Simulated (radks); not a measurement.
Values are calculated unless marked as measured or tabulated.
Q: Valence configurations of the phosphorus ion P2+ (all share [Ne]). Code: a radial shooting solver on a logarithmic mesh with Libxc functionals. Model: scalar-relativistic Kohn-Sham, PBE, spin-polarised, spherical densities, point nucleus; open shells are filled with parallel spins first. Order these by energy: 3p3; 3s2 3p1; 3s0.5 3p2.5; 3s1 3p2; 3s1.5 3p1.5.

A: From the lowest, in eV above it: 3s2 3p1 0.000; 3s1.5 3p1.5 3.786; 3s1 3p2 6.888; 3s0.5 3p2.5 11.829; 3p3 16.776. NIST lists [Ne] 3s2 3p1 as the ground configuration; this level of theory agrees among the configurations tried. The energies are those of spherical high-spin densities, not of single terms.
